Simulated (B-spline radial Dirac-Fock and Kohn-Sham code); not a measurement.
Anomalous scattering factors of Ar, 4 keV to 64 keV

Model: the dispersion relation over Dirac-Hartree-Slater subshell photoionisation cross sections, with the Kissel-Pratt high-energy constant (isolated atom, no bound-bound lines or fine structure). Program: a radial finite-basis atomic code. The forward scattering factor is f₀ + f′ + i f″.

Input of the calculation (task.json; shells as n, l, electrons):

```json
{"items": [{
  "Z": 18,
  "q": 0,
  "cfg": [[1, 0, 2], [2, 0, 2], [2, 1, 6], [3, 0, 2], [3, 1, 6]],
  "A": 40,
  "rrms": 3.4274,
  "do": "dispersion",
  "hv": [567.6, 909.0, 1000.0, 1181.0, 1209.0, 1230.0, 1253.6, 1486.9, 2000.0, 2112.0, 2536.0, 2589.0, 2972.0, 2984.4, 3063.0, 3936.0, 4000.0, 4510.9, 4630.0, 5414.7, 6000.0, 6403.9, 6930.3, 7984.0, 8047.8, 8323.0, 9008.0, 9132.0, 9251.7, 9410.0, 9889.0, 10080.0, 11370.0, 12000.0, 13140.0, 15000.0, 17479.3, 21070.0, 22162.9, 24209.8, 30000.0, 37210.0, 40000.0, 64000.0],
  "edges": {"K": 3205.9, "L1": 326.3, "L2": 250.6, "L3": 248.4}
}]}
```

Command: `python xray2_run.py task.json out`

Edges near this range: K 3205.9 eV.

| hν (eV) | λ (Å) | f′ (e) | f″ (e) | tabulated f′ | tabulated f″ |
| --- | --- | --- | --- | --- | --- |
| 4000 | 3.100 | -0.544 | 2.928 | -0.53 | 2.87 |
| 4510.9 | 2.749 | -0.069 | 2.412 | -0.07 | 2.36 |
| 4630 | 2.678 | 0.000 | 2.312 | -0.01 | 2.26 |
| 5414.7 | 2.290 | ? | ? | ? | ? |
| 6000 | 2.066 | 0.348 | 1.495 | 0.33 | 1.46 |
| 6403.9 | 1.936 | 0.377 | 1.336 | 0.36 | 1.31 |
| 6930.3 | 1.789 | 0.394 | 1.163 | 0.38 | 1.14 |
| 7984 | 1.553 | 0.393 | 0.903 | 0.38 | 0.88 |
| 8047.8 | 1.541 | 0.392 | 0.890 | 0.38 | 0.87 |
| 8323 | 1.490 | 0.387 | 0.838 | 0.37 | 0.82 |
| 9008 | 1.376 | 0.372 | 0.725 | 0.36 | 0.71 |
| 9132 | 1.358 | 0.368 | 0.707 | 0.36 | 0.69 |
| 9251.7 | 1.340 | 0.365 | 0.690 | 0.35 | 0.67 |
| 9410 | 1.318 | 0.361 | 0.669 | 0.35 | 0.65 |
| 9889 | 1.254 | 0.348 | 0.610 | 0.34 | 0.59 |
| 10080 | 1.230 | 0.342 | 0.589 | 0.33 | 0.57 |
| 11370 | 1.090 | 0.306 | 0.470 | 0.30 | 0.46 |
| 12000 | 1.033 | 0.290 | 0.424 | 0.28 | 0.41 |
| 13140 | 0.9436 | 0.261 | 0.357 | 0.25 | 0.35 |
| 15000 | 0.8266 | 0.222 | 0.276 | 0.22 | 0.27 |
| 17479.3 | 0.7093 | 0.179 | 0.205 | 0.17 | 0.20 |
| 21070 | 0.5884 | 0.134 | 0.141 | 0.13 | 0.14 |
| 22162.9 | 0.5594 | 0.123 | 0.127 | 0.12 | 0.12 |
| 24209.8 | 0.5121 | 0.106 | 0.107 | 0.10 | 0.10 |
| 30000 | 0.4133 | 0.070 | 0.069 | 0.07 | 0.07 |
| 37210 | 0.3332 | 0.043 | 0.044 | 0.04 | 0.04 |
| 40000 | 0.3100 | 0.035 | 0.038 | 0.03 | 0.04 |
| 64000 | 0.1937 | 0.002 | 0.014 | 0.00 | 0.01 |

Question: What are f′ and f″ at Cr Kα (5414.7 eV)?

Answer: f′ = 0.265 and f″ = 1.782 electrons (tables: 0.25 and 1.74). By the optical theorem f″ corresponds to a photoabsorption cross section 2 rₑ λ f″ = 23000 b.

Tabulated f′: xraylib 4.2 anomalous scattering factors (Cullen et al., EPDL97); f″: Chantler's tables (J. Phys. Chem. Ref. Data 1995 and 2000). Both are theoretical tables.
